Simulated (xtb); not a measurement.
singlet oxygen (O2), singlet, from a rough starting geometry; GFN2-xTB (xtb 6.7.1).

The xtb input:
```
$ xtb mol.xyz --gfn 2 --opt vtight --json

# file mol.xyz
2

O      0.61437299     0.00970774    -0.04794339
O     -0.56896041    -0.00245606     0.05198743
```

Task: What does xtb print? Leave out banner, timings and long lists.

Result: 
```
   ID    Z sym.   atoms
    1    8 O      1, 2

           -------------------------------------------------
          |                Calculation Setup                |
           -------------------------------------------------

           -------------------------------------------------
          |                 G F N 2 - x T B                 |
           -------------------------------------------------

          ...................................................
          :                      SETUP                      :
          :.................................................:
          :  # basis functions                   8          :
          :  # atomic orbitals                   8          :
          :  # shells                            4          :
          :  # electrons                        12          :
          :  max. iterations                   250          :
          :  Hamiltonian                  GFN2-xTB          :
          :  restarted?                      false          :
          :  GBSA solvation                  false          :
          :  PC potential                    false          :
          :  electronic temp.          300.0000000     K    :
          :  accuracy                    1.0000000          :
          :  -> integral cutoff          0.2500000E+02      :
          :  -> integral neglect         0.1000000E-07      :
          :  -> SCF convergence          0.1000000E-05 Eh   :
          :  -> wf. convergence          0.1000000E-03 e    :
          :  Broyden damping             0.4000000          :
          :  net charge                          0          :
          :  unpaired electrons                  0          :
          ...................................................

 iter      E             dE          RMSdq      gap      omega  full diag
   1     -7.9162521 -0.791625E+01  0.423E+00    0.00       0.0  T
   2     -7.9162634 -0.113665E-04  0.256E+00    0.00       1.0  T
   3     -7.9162722 -0.879995E-05  0.526E-02    0.00       1.3  T
   4     -7.9162722 -0.303842E-08  0.180E-02    0.00       3.9  T
   5     -7.9162722 -0.151879E-09  0.350E-05    0.00    2018.7  T
   6     -7.9162722 -0.230926E-13  0.257E-07    0.00  100000.0  T

   *** convergence criteria satisfied after 6 iterations ***

         :::::::::::::::::::::::::::::::::::::::::::::::::::::
         ::                     SUMMARY                     ::
         :::::::::::::::::::::::::::::::::::::::::::::::::::::
         :: total energy              -7.906010481996 Eh    ::
         :: gradient norm              0.051222010553 Eh/a0 ::
         :: HOMO-LUMO gap              0.000000000000 eV    ::
         ::.................................................::
         :: SCC energy                -7.916272235951 Eh    ::
         :: -> isotropic ES           -0.000260792246 Eh    ::
         :: -> anisotropic ES          0.004082738583 Eh    ::
         :: -> anisotropic XC         -0.007938934568 Eh    ::
         :: -> dispersion             -0.000194544109 Eh    ::
         :: repulsion energy           0.010261753955 Eh    ::
         :: add. restraining           0.000000000000 Eh    ::
         :: total charge              -0.000000000000 e     ::
         :::::::::::::::::::::::::::::::::::::::::::::::::::::

      -----------------------------------------------------------
     |                   =====================                   |
     |                        A N C O P T                        |
     |                   =====================                   |
     |               Approximate Normal Coordinate               |
     |                Rational Function Optimizer                |
      -----------------------------------------------------------
      -----------------------------------------------------------
     |                   =====================                   |
     |                        A N C O P T                        |
[...]
 * total energy  :    -7.9060105 Eh     change        0.1776357E-13 Eh
 * total energy  :    -7.9067422 Eh     change       -0.7317095E-03 Eh
 * total energy  :    -7.9067524 Eh     change       -0.1016281E-04 Eh
 * total energy  :    -7.9067524 Eh     change       -0.3715986E-07 Eh
   *** GEOMETRY OPTIMIZATION CONVERGED AFTER 4 ITERATIONS ***
[...]

   *** convergence criteria satisfied after 3 iterations ***

         :::::::::::::::::::::::::::::::::::::::::::::::::::::
         ::                     SUMMARY                     ::
         :::::::::::::::::::::::::::::::::::::::::::::::::::::
         :: total energy              -7.906752391474 Eh    ::
         :: gradient norm              0.000192606899 Eh/a0 ::
         :: HOMO-LUMO gap              0.000000000003 eV    ::
         ::.................................................::
         :: SCC energy                -7.914949875811 Eh    ::
         :: -> isotropic ES           -0.000224369757 Eh    ::
         :: -> anisotropic ES          0.003538360538 Eh    ::
         :: -> anisotropic XC         -0.006904515966 Eh    ::
         :: -> dispersion             -0.000194535885 Eh    ::
         :: repulsion energy           0.008197484336 Eh    ::
         :: add. restraining           0.000000000000 Eh    ::
         :: total charge              -0.000000000000 e     ::
         :::::::::::::::::::::::::::::::::::::::::::::::::::::

           -------------------------------------------------
          |                Property Printout                |
           -------------------------------------------------

    * Orbital Energies and Occupations

         #    Occupation            Energy/Eh            Energy/eV
      -------------------------------------------------------------
         1        2.0000           -0.8271206             -22.5071
         2        2.0000           -0.7368722             -20.0513
         3        2.0000           -0.6614301             -17.9984
         4        2.0000           -0.6614301             -17.9984
         5        2.0000           -0.6381753             -17.3656
         6        1.0000           -0.4429154             -12.0523 (HOMO)
         7        1.0000           -0.4429154             -12.0523 (LUMO)
         8                          0.1238699               3.3707
      -------------------------------------------------------------
                  HL-Gap            0.0000000 Eh            0.0000 eV
             Fermi-level           -0.4429154 Eh          -12.0523 eV

     #   Z          covCN         q      C6AA      α(0)
     1   8 O        0.979    -0.000    15.074     5.208
     2   8 O        0.979     0.000    15.074     5.208

 Mol. C6AA /au·bohr⁶  :         60.297406
 Mol. C8AA /au·bohr⁸  :       1216.834505
 Mol. α(0) /au        :         10.415953

Wiberg/Mayer (AO) data.
largest (>0.10) Wiberg bond orders for each atom

 ---------------------------------------------------------------------------
     #   Z sym  total        # sym  WBO       # sym  WBO       # sym  WBO
 ---------------------------------------------------------------------------
     1   8 O    1.500 --     2 O    1.500
     2   8 O    1.500 --     1 O    1.500
 ---------------------------------------------------------------------------

Topologies differ in total number of bonds
Writing topology from bond orders to xtbtopo.mol

molecular dipole:
                 x           y           z       tot (Debye)
 q only:       -0.000      -0.000       0.000
   full:        0.000       0.000       0.000       0.000
molecular quadrupole (traceless):
                xx          xy          yy          xz          yz          zz
 q only:       -0.000      -0.000       0.000       0.000       0.000       0.000
  q+dip:       -1.196      -0.019       0.604       0.152       0.002       0.592
   full:       -1.220      -0.019       0.616       0.155       0.002       0.604

optimized geometry written to: xtbopt.xyz

           -------------------------------------------------
          | TOTAL ENERGY               -7.906752391474 Eh   |
          | GRADIENT NORM               0.000192606899 Eh/α |
          | HOMO-LUMO GAP               0.000000000003 eV   |
           -------------------------------------------------

normal termination of xtb
```
